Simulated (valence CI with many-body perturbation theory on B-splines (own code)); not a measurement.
# Gd L: electric-dipole lines

Level of theory: configuration interaction combined with many-body perturbation theory (CI+MBPT): five valence electrons over a frozen Dirac-Fock core [Ne], radial functions for each j: 9 s, 9 p, 8 d, 6 f, 3 g, 1 h, with the one-electron correlation potential Σ1, the two-electron term Σ2, the three-electron term Σ3, Breit, model QED; selected CI, second order for the rest (own B-spline code, finite nucleus).

The last digits are not significant, and no measured levels were compared; by estimate large intervals hold to a few tenths of a per cent, small ones and those within an open d or f shell to about a per cent. Among the levels kept, up to 610 cm⁻¹ of a level comes from second order outside the variational space, and about a tenth of that is noise between levels of different J, which matters for small intervals.

Lines 101 to 150 of 208 in falling wavelength, among levels below 4769.3 × 10³ cm⁻¹, chosen from the strongest by gf and those to the six lowest levels. Wavelengths and rates use the calculated energies. Electric multipoles are in the length gauge, E1 and E2 with the static RPA response of the core. Weak lines are less certain than strong ones. Lines between different terms over intervals too small for the method are left out, as are lines whose strength nearly cancels. The highest levels of a list are the least certain.

Levels are named by their leading jj configuration (3d3/2^4 stands for four electrons in 3d with j = 3/2), which in mixed levels can hold well under half, so a name can repeat and another be missing. Letters in brackets count levels of one name in rising energy.

```tsv
λ vac (nm)	Upper	Lower	A (s⁻¹)	S (a.u.)
5.817	(3s^2 3p1/2 3p3/2 3d3/2) J=5/2 [b]	(3s^2 3p1/2 3p3/2^2) J=5/2	1.78e+09	1.03e-03
5.766	(3s^2 3p1/2 3p3/2 3d5/2) J=3/2 [a]	(3s^2 3p1/2 3p3/2^2) J=1/2	6.19e+08	2.34e-04
5.757	(3s 3p1/2^2 3p3/2 3d5/2) J=5/2 [a]	(3s 3p1/2^2 3p3/2^2) J=3/2	2.28e+09	1.29e-03
5.638	(3s^2 3p1/2 3p3/2 3d5/2) J=7/2 [a]	(3s^2 3p1/2 3p3/2^2) J=5/2	5.31e+08	3.76e-04
5.628	(3s^2 3p1/2 3p3/2 3d3/2) J=3/2 [b]	(3s^2 3p1/2 3p3/2^2) J=5/2	5.79e+08	2.04e-04
5.581	(3s 3p1/2^2 3p3/2 3d5/2) J=5/2 [b]	(3s^2 3p1/2 3p3/2 3d3/2) J=3/2 [a]	2.14e+09	1.10e-03
5.555	(3s^2 3p1/2 3p3/2 3d3/2) J=5/2 [b]	(3s^2 3p1/2 3p3/2^2) J=3/2	2.81e+09	1.43e-03
5.553	(3s 3p1/2^2 3p3/2 3d5/2) J=3/2 [a]	(3s 3p1/2^2 3p3/2^2) J=1/2	8.54e+09	2.89e-03
5.545	(3s 3p1/2^2 3p3/2 3d5/2) J=3/2 [a]	(3s 3p1/2^2 3p3/2^2) J=3/2	2.33e+10	7.85e-03
5.466	(3s^2 3p3/2^2 3d5/2) J=1/2	(3s^2 3p3/2^3) J=3/2	2.76e+10	4.44e-03
5.446	(3s^2 3p1/2 3p3/2 3d5/2) J=3/2 [a]	(3s^2 3p1/2 3p3/2^2) J=5/2	7.08e+09	2.26e-03
5.382	(3s^2 3p1/2 3p3/2 3d3/2) J=3/2 [b]	(3s^2 3p1/2 3p3/2^2) J=3/2	2.28e+07	7.00e-06
5.377	(3s^2 3p1/2 3p3/2 3d3/2) J=1/2 [b]	(3s^2 3p1/2 3p3/2^2) J=3/2	4.18e+09	6.42e-04
5.355	(3s^2 3p1/2 3p3/2 3d5/2) J=5/2 [a]	(3s^2 3p1/2 3p3/2^2) J=5/2	3.85e+10	1.75e-02
5.215	(3s^2 3p1/2 3p3/2 3d5/2) J=3/2 [a]	(3s^2 3p1/2 3p3/2^2) J=3/2	5.64e+10	1.58e-02
5.159	(3s 3p1/2^2 3p3/2 3d5/2) J=5/2 [a]	(3s 3p1/2^2 3p3/2^2) J=5/2	7.18e+10	2.92e-02
5.156	(3s^2 3p1/2^2 3d5/2) J=5/2	(3s^2 3p1/2^2 3p3/2) J=3/2	9.67e+10	3.93e-02
5.132	(3s^2 3p1/2 3p3/2 3d5/2) J=5/2 [a]	(3s^2 3p1/2 3p3/2^2) J=3/2	1.76e+10	7.05e-03
5.094	(3s 3p1/2^2 3p3/2 3d5/2) J=1/2	(3s 3p1/2^2 3p3/2^2) J=1/2	1.56e+11	2.03e-02
5.088	(3s 3p1/2^2 3p3/2 3d5/2) J=1/2	(3s 3p1/2^2 3p3/2^2) J=3/2	1.53e+10	1.99e-03
5.053	(3s^2 3p1/2 3p3/2 3d5/2) J=3/2 [b]	(3s^2 3p1/2 3p3/2^2) J=1/2	1.28e+11	3.27e-02
4.994	(3s^2 3p1/2 3p3/2 3d5/2) J=1/2	(3s^2 3p1/2 3p3/2^2) J=1/2	2.01e+11	2.48e-02
4.993	(3s 3p1/2^2 3p3/2 3d5/2) J=7/2 [a]	(3s 3p1/2^2 3p3/2^2) J=5/2	1.43e+11	7.01e-02
4.989	(3s 3p1/2^2 3p3/2 3d5/2) J=5/2 [b]	(3s 3p1/2^2 3p3/2^2) J=3/2	2.31e+11	8.49e-02
4.988	(3s 3p1/2^2 3p3/2 3d5/2) J=3/2 [a]	(3s 3p1/2^2 3p3/2^2) J=5/2	2.40e+10	5.88e-03
4.965	(3s 3p1/2^2 3p3/2 3d5/2) J=3/2 [b]	(3s 3p1/2^2 3p3/2^2) J=1/2	1.03e+11	2.49e-02
4.959	(3s 3p1/2^2 3p3/2 3d5/2) J=3/2 [b]	(3s 3p1/2^2 3p3/2^2) J=3/2	1.89e+10	4.56e-03
4.943	(3s 3p1/2^2 3p3/2 3d3/2) J=5/2 [a]	(3s^2 3p1/2^2 3d5/2) J=5/2	9.21e+07	3.30e-05
4.941	(3s^2 3p1/2 3p3/2 3d5/2) J=7/2 [b]	(3s^2 3p1/2 3p3/2^2) J=5/2	2.48e+11	1.18e-01
4.926	(3s^2 3p1/2 3p3/2 3d5/2) J=5/2 [b]	(3s^2 3p1/2 3p3/2^2) J=5/2	5.50e+10	1.95e-02
4.906	(3s 3p1/2^2 3p3/2 3d3/2) J=3/2 [a]	(3s^2 3p1/2^2 3d5/2) J=5/2	3.04e+08	7.10e-05
4.806	(3s^2 3p1/2 3p3/2 3d5/2) J=3/2 [b]	(3s^2 3p1/2 3p3/2^2) J=5/2	4.57e+10	1.00e-02
4.796	(3s 3p1/2^2 3p3/2 3d3/2) J=7/2	(3s^2 3p1/2^2 3d5/2) J=5/2	6.01e+09	2.62e-03
4.737	(3s^2 3p1/2 3p3/2 3d5/2) J=5/2 [b]	(3s^2 3p1/2 3p3/2^2) J=3/2	3.82e+11	1.20e-01
4.724	(3s 3p1/2^2 3p3/2 3d5/2) J=7/2 [b]	(3s 3p1/2^2 3p3/2^2) J=5/2	1.04e+11	4.35e-02
4.625	(3s^2 3p1/2 3p3/2 3d5/2) J=3/2 [b]	(3s^2 3p1/2 3p3/2^2) J=3/2	9.37e+08	1.83e-04
4.576	(3s^2 3p1/2 3p3/2 3d5/2) J=1/2	(3s^2 3p1/2 3p3/2^2) J=3/2	6.28e+10	5.94e-03
4.533	(3s 3p1/2^2 3p3/2 3d5/2) J=5/2 [b]	(3s 3p1/2^2 3p3/2^2) J=5/2	2.86e+10	7.88e-03
4.527	(3s 3p1/2^2 3p3/2 3d3/2) J=3/2 [b]	(3s^2 3p1/2^2 3d5/2) J=5/2	4.32e+09	7.90e-04
4.508	(3s 3p1/2^2 3p3/2 3d5/2) J=3/2 [b]	(3s 3p1/2^2 3p3/2^2) J=5/2	2.42e+10	4.38e-03
4.339	(3s 3p1/2^2 3p3/2 3d3/2) J=5/2 [b]	(3s^2 3p1/2^2 3d5/2) J=5/2	3.96e+09	9.58e-04
4.196	(3s 3p1/2 3p3/2^3) J=3/2 [a]	(3s^2 3p1/2 3p3/2^2) J=1/2	1.56e+10	2.27e-03
4.119	(3s 3p1/2^2 3p3/2 3d3/2) J=5/2 [a]	(3s^2 3p1/2^2 3d3/2) J=3/2	1.22e+09	2.52e-04
4.093	(3s 3p1/2^2 3p3/2 3d3/2) J=3/2 [a]	(3s^2 3p1/2^2 3d3/2) J=3/2	1.14e+10	1.55e-03
4.074	(3s 3p1/2^2 3p3/2 3d3/2) J=1/2 [a]	(3s^2 3p1/2^2 3d3/2) J=3/2	1.19e+09	7.92e-05
4.051	(3s 3p1/2^2 3p3/2 3d5/2) J=5/2 [a]	(3s^2 3p1/2^2 3d5/2) J=5/2	7.69e+10	1.52e-02
4.050	(3s 3p1/2^2 3p3/2^2) J=5/2	(3s^2 3p1/2^2 3p3/2) J=3/2	1.27e+11	2.49e-02
4.024	(3s 3p1/2 3p3/2^3) J=3/2 [a]	(3s^2 3p1/2 3p3/2^2) J=5/2	2.17e+10	2.79e-03
3.949	(3s 3p1/2^2 3p3/2 3d5/2) J=7/2 [a]	(3s^2 3p1/2^2 3d5/2) J=5/2	1.57e+10	3.82e-03
3.945	(3s 3p1/2^2 3p3/2 3d5/2) J=3/2 [a]	(3s^2 3p1/2^2 3d5/2) J=5/2	4.72e+10	5.72e-03
```
